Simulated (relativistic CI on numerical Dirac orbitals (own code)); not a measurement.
**Calculated levels, Cl⁺**

Calculated at this level of theory: Dirac-Coulomb-Breit CI, separate exchange-only KLI orbitals for each configuration, model QED, valence Slater integrals scaled by 0.85, P86 correlation estimate, and configurations built on the next ion tied to the tabulated ionisation energy (semi-empirical) (own radial code, finite nucleus).

Configuration list (outside the closed core [Ne]): 3s2 3p4, 3s 3p5, 3s2 3p3 4s, 3s2 3p3 3d, 3s2 3p3 4p, 3s2 3p3 5s, 3s2 3p3 4d, 3s2 3p3 4f, 3p6, 3s2 3p2 3d2, 3s 3p4 3d, 3s2 3p3 5p, 3s2 3p2 4s2, 3s2 3p3 5d, 3s2 3p2 3d 4s, 3s2 3p3 5f, 3s2 3p3 5g, 3s2 3p2 4s 4p, 3s2 3p2 3d 4p, 3p4 3d2, 3s2 3p2 4p2, 3s 3p4 4s. Levels of other configurations are missing.

The lowest level is 3s2 3p4 3P_2, with 97 % of that term; Hund's rules for 3s2 3p4 give 3P with J = 2, in agreement.

| No. | Configuration | Term | J | E (eV) | % | Next component (%) | Landé g | Lifetime (s) |
| --- | --- | --- | --- | --- | --- | --- | --- | --- |
| 1 | 3s2 3p4 | 3P | 2 | 0.0000 | 97 | 2 3s 3p4 3d 3P | 1.500 |  |
| 2 | 3s2 3p4 | 3P | 1 | 0.0851 | 97 | 2 3s 3p4 3d 3P | 1.501 | 1.38e+02 |
| 3 | 3s2 3p4 | 3P | 0 | 0.1216 | 97 | 2 3s 3p4 3d 3P |  | 7.23e+02 |
| 4 | 3s2 3p4 | 1D | 2 | 1.4798 | 97 | 2 3s 3p4 3d 1D | 1.001 | 7.15e+00 |
| 5 | 3s2 3p4 | 1S | 0 | 3.2216 | 95 | 3 3p6 1S |  | 4.23e-01 |
| 6 | 3s 3p5‡ | 3P° | 2 | 12.7006 | 66 | 32 3s2 3p3 3d 3P° | 1.501 | 2.28e-08 |
| 7 | 3s 3p5‡ | 3P° | 1 | 12.7784 | 66 | 32 3s2 3p3 3d 3P° | 1.501 | 2.26e-08 |
| 8 | 3s 3p5‡ | 3P° | 0 | 12.8194 | 66 | 32 3s2 3p3 3d 3P° |  | 2.26e-08 |
| 9 | 3s2 3p3 4s | 5S° | 2 | 13.4531 | 99 |  | 2.002 |  |
| 10 | 3s2 3p3 3d | 5D° | 4 | 13.8226 | 99 | 1 3s2 3p3 4d 5D° | 1.501 |  |
| 11 | 3s2 3p3 3d | 5D° | 3 | 13.8235 | 99 | 1 3s2 3p3 4d 5D° | 1.501 |  |
| 12 | 3s2 3p3 3d | 5D° | 2 | 13.8245 | 99 | 1 3s2 3p3 4d 5D° | 1.501 |  |
| 13 | 3s2 3p3 3d | 5D° | 1 | 13.8253 | 99 | 1 3s2 3p3 4d 5D° | 1.501 |  |
| 14 | 3s2 3p3 3d | 5D° | 0 | 13.8258 | 99 | 1 3s2 3p3 4d 5D° |  |  |
| 15 | 3s2 3p3 4s | 3S° | 1 | 14.0065 | 99 | 1 3s2 3p2 3d 4p 3S° | 2.001 | 3.34e-10 |
| 16 | 3s2 3p3 3d | 1P° | 1 | 14.9763 | 69 | 29 3s 3p5 1P° | 0.999 | 1.68e-08 |
| 17 | 3s2 3p3 3d | 3D° | 2 | 15.2067 | 98 | 1 3s2 3p3 4d 3D° | 1.166 | 8.97e-09 |
| 18 | 3s2 3p3 3d | 3D° | 3 | 15.2083 | 98 | 1 3s2 3p3 4d 3D° | 1.334 | 9.43e-09 |
| 19 | 3s2 3p3 3d | 3D° | 1 | 15.2122 | 98 | 1 3s2 3p3 4d 3D° | 0.500 | 8.67e-09 |
| 20 | 3s2 3p3 4s | 3D° | 1 | 15.9315 | 98 | 1 3s2 3p3 3d 3D° | 0.501 | 9.39e-10 |
| 21 | 3s2 3p3 4s | 3D° | 2 | 15.9334 | 98 | 1 3s2 3p3 3d 3D° | 1.168 | 9.35e-10 |
| 22 | 3s2 3p3 4s | 3D° | 3 | 15.9375 | 99 | 1 3s2 3p3 3d 3D° | 1.334 | 9.25e-10 |
| 23 | 3s2 3p3 3d | 3F° | 2 | 15.9706 | 98 | 1 3s2 3p3 4d 3F° | 0.667 |  |
| 24 | 3s2 3p3 4p | 5P | 1 | 15.9884 | 99 |  | 2.502 | 7.20e-09 |
| 25 | 3s2 3p3 3d | 3F° | 3 | 15.9930 | 98 | 1 3s2 3p3 4d 3F° | 1.084 |  |
| 26 | 3s2 3p3 4p | 5P | 2 | 15.9932 | 99 |  | 1.834 | 7.16e-09 |
| 27 | 3s2 3p3 4p | 5P | 3 | 16.0010 | 99 |  | 1.668 | 7.09e-09 |
| 28 | 3s2 3p3 3d | 3F° | 4 | 16.0210 | 98 | 1 3s2 3p3 4d 3F° | 1.250 | 1.16e+01 |
| 29 | 3s2 3p3 3d | 1S° | 0 | 16.1110 | 99 | 1 3s2 3p3 4d 1S° |  |  |
| 30 | 3s2 3p3 4s | 1D° | 2 | 16.1972 | 97 | 2 3s2 3p3 3d 1D° | 1.001 | 4.31e-10 |
| 31 | 3s2 3p3 4p | 3P | 1 | 16.3739 | 99 |  | 1.501 | 1.09e-08 |
| 32 | 3s2 3p3 4p | 3P | 0 | 16.3752 | 99 |  |  | 1.09e-08 |
| 33 | 3s2 3p3 4p | 3P | 2 | 16.3755 | 99 |  | 1.501 | 1.09e-08 |
| 34 | 3s2 3p3 3d | 3G° | 3 | 16.6640 | 99 |  | 0.750 |  |
| 35 | 3s2 3p3 3d | 3G° | 4 | 16.6644 | 99 |  | 1.051 |  |
| 36 | 3s2 3p3 3d | 3G° | 5 | 16.6653 | 100 |  | 1.200 |  |
| 37 | 3s2 3p3 3d | 1G° | 4 | 17.0140 | 100 |  | 1.001 |  |
| 38 | 3s2 3p3 4s | 3P° | 0 | 17.4459 | 96 | 3 3s2 3p3 3d 3P° |  | 6.05e-10 |
| 39 | 3s2 3p3 4s | 3P° | 1 | 17.4506 | 96 | 3 3s2 3p3 3d 3P° | 1.499 | 6.02e-10 |
| 40 | 3s2 3p3 4s | 3P° | 2 | 17.4605 | 96 | 2 3s2 3p3 3d 3P° | 1.498 | 5.99e-10 |
| 41 | 3s2 3p3 3d | 1D° | 2 | 17.5757 | 96 | 2 3s2 3p3 4s 1D° | 1.001 | 9.76e-10 |
| 42 | 3s2 3p3 3d | 3D° | 1 | 17.6790 | 80 | 17 3s2 3p3 4d 3D° | 0.501 | 4.21e-10 |
| 43 | 3s2 3p3 3d | 3D° | 2 | 17.7054 | 79 | 18 3s2 3p3 4d 3D° | 1.167 | 3.97e-10 |
| 44 | 3s2 3p3 3d | 3D° | 3 | 17.7358 | 77 | 20 3s2 3p3 4d 3D° | 1.334 | 3.64e-10 |
| 45 | 3s2 3p3 4s | 1P° | 1 | 17.7661 | 98 | 1 3s2 3p2 3d 4p 1P° | 0.998 | 3.11e-10 |
| 46 | 3s2 3p3 4p | 1P | 1 | 18.2446 | 86 | 13 3D | 0.937 | 9.72e-09 |
| 47 | 3s2 3p3 3d | 3F° | 4 | 18.2529 | 99 |  | 1.250 |  |
| 48 | 3s2 3p3 3d | 3F° | 3 | 18.2749 | 99 |  | 1.083 | 2.09e-07 |
| 49 | 3s2 3p3 3d | 3F° | 2 | 18.2958 | 99 |  | 0.667 | 1.82e-07 |
| 50 | 3s2 3p3 4p | 3D | 2 | 18.3257 | 97 | 2 3F | 1.158 | 7.74e-09 |
| 51 | 3s2 3p3 4p | 3D | 1 | 18.3274 | 86 | 13 1P | 0.565 | 7.92e-09 |
| 52 | 3s2 3p3 4p | 3D | 3 | 18.3410 | 96 | 3 3F | 1.326 | 7.70e-09 |
| 53 | 3s2 3p3 3d | 3P° | 0 | 18.4061 | 96 | 3 3s2 3p3 4s 3P° |  | 5.75e-08 |
| 54 | 3s2 3p3 4p | 3F | 2 | 18.4087 | 97 | 2 3D | 0.677 | 7.96e-09 |
| 55 | 3s2 3p3 4p | 3F | 3 | 18.4170 | 96 | 3 3D | 1.091 | 7.90e-09 |
| 56 | 3s2 3p3 4p | 3F | 4 | 18.4256 | 99 |  | 1.250 | 7.85e-09 |
| 57 | 3s2 3p3 3d | 3P° | 1 | 18.4348 | 96 | 3 3s2 3p3 4s 3P° | 1.505 | 1.10e-08 |
| 58 | 3s2 3p3 4p | 1F | 3 | 18.4706 | 99 |  | 1.001 | 1.11e-08 |
| 59 | 3s2 3p3 3d | 3P° | 2 | 18.5090 | 97 | 2 3s2 3p3 4s 3P° | 1.500 | 3.22e-08 |
| 60 | 3s2 3p3 4p | 3P | 2 | 18.7292 | 93 | 6 3s2 3p3 5p 3P | 1.501 | 5.02e-09 |
| 61 | 3s2 3p3 4p | 3P | 1 | 18.7460 | 93 | 6 3s2 3p3 5p 3P | 1.502 | 5.07e-09 |
| 62 | 3s2 3p3 4p | 3P | 0 | 18.7532 | 93 | 6 3s2 3p3 5p 3P |  | 5.09e-09 |
| 63 | 3s2 3p3 3d | 3S° | 1 | 18.8927 | 80 | 9 3s2 3p3 5s 3S° | 1.996 | 1.63e-10 |
| 64 | 3s2 3p3 3d | 3D° | 3 | 18.9257 | 66 | 29 3s2 3p3 4d 3D° | 1.320 | 7.00e-10 |
| 65 | 3s2 3p3 3d | 3D° | 2 | 18.9303 | 65 | 33 3s2 3p3 4d 3D° | 1.167 | 6.71e-10 |
| 66 | 3s2 3p3 3d | 3D° | 1 | 18.9326 | 63 | 35 3s2 3p3 4d 3D° | 0.502 | 6.52e-10 |
| 67 | 3s2 3p3 5s | 5S° | 2 | 18.9549 | 100 |  | 2.002 | 5.00e-09 |
| 68 | 3s2 3p3 3d | 1F° | 3 | 19.0930 | 87 | 8 3s2 3p3 4d 1F° | 1.014 | 1.16e-09 |
| 69 | 3s2 3p3 4p | 1D | 2 | 19.1500 | 97 | 2 3s2 3p3 5p 1D | 1.002 | 6.24e-09 |
| 70 | 3s2 3p3 5s | 3S° | 1 | 19.1896 | 90 | 8 3s2 3p3 3d 3S° | 2.001 | 2.14e-10 |

Energies count from the lowest computed level; ° marks odd parity; lifetimes are radiative, by E1, M1, E2 decay to levels of this space only; some are left blank where a channel outside the calculation adds to the decay or the decay crosses a small, uncertain gap. ‡ marks configurations that were not tied to measured data.

The mean weight of the leading LS term, summed over parents, in these 70 levels is 93 %, and that of the leading jj configuration (from the same eigenvectors) 51 %, so LS coupling describes them better.

Configurations that consist of the next ion and one excited electron were tied to the tabulated ionisation energy; Rydberg ones are usually within 1,000 to 3,000 cm⁻¹ and the lowest ones within about 6,000 (9,000 in d shells), while levels on excited terms of the next ion carry the error of that term, and the other configurations can be misplaced by 10,000 cm⁻¹ or more. Rates follow the energies as ν³ (E1, M1) or ν⁵ (E2), so rates, branching and lifetimes can be off by large factors. The fine structure of a lone outer electron comes out too small, for d and f at times inverted, and misplaced configurations move strength between like terms. 73 of the 74 excited levels that our extract of the measured tables holds in this range could be paired (the sources list more); they are missed by 2030 cm⁻¹ on average and 9070 at most, and levels without a partner can miss by more.

Landé's interval rule says that E(J) − E(J−1) = AJ with one A. For the ground term the intervals give A = -295.0, -343.0 cm⁻¹ for J = 1, 2; the multiplet is inverted.
